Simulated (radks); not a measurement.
Values are calculated unless marked as measured or tabulated.
Q: Radial electron density D(r) = 4 pi r^2 rho(r) of an atom or ion with 7 electrons. Code: a radial shooting solver on a logarithmic mesh with Libxc functionals. Model: Dirac Kohn-Sham, LB94 model potential, spin-unpolarised, spherical densities, finite nucleus; Fermi nuclear charge, rms radius of each element as measured or else 0.836 A^(1/3) + 0.57 fm.

r (bohr),D(r) (e/bohr)
0.001417,1.823
0.001585,2.221
0.001759,2.664
0.001967,3.234
0.002183,3.864
0.002442,4.669
0.002709,5.553
0.00303,6.674
0.003362,7.893
0.003761,9.421
0.004173,11.06
0.004668,13.09
0.005179,15.24
0.005793,17.85
0.006428,20.56
0.00719,23.76
0.007978,27.00
0.008923,30.71
0.009901,34.31
0.01107,38.26
0.01239,42.14
0.01374,45.55
0.01537,48.83
0.01706,51.32
0.01908,53.21
0.02117,54.08
0.02368,53.93
0.02628,52.73
0.02939,50.37
0.03261,47.35
0.03648,43.54
0.04047,39.87
0.04527,36.28
0.05023,33.73
0.05618,32.20
0.06234,32.08
0.06973,33.22
0.07737,35.09
0.08654,37.31
0.09603,38.81
0.1074,39.07
0.1201,37.38
0.1333,33.95
0.1491,28.59
0.1654,22.71
0.1851,16.28
0.2053,10.96
0.2297,6.456
0.2548,3.550
0.285,1.642
0.3163,0.7040
0.3538,0.2419
0.3925,0.07641
0.4391,0.01821
0.4872,0.003944
0.5449,0.0005986

What is the nuclear charge?

A: Z = 44. The innermost maximum, from 1s, lies near gamma/Z bohr with gamma = sqrt(1 - (Z/c)^2) = 0.947, here 0.0215 bohr (found: 0.0220), and its height grows with Z. The density is that of the ruthenium ion Ru37+ in [He] 2s2 2p3; the configuration itself is not fixed sharply by these data, and Z only to a few units. D(r) has 2 maxima, at r = 0.0220, 0.103 bohr, and minima at 0.0599 bohr, inside which lie 2.29 electrons.
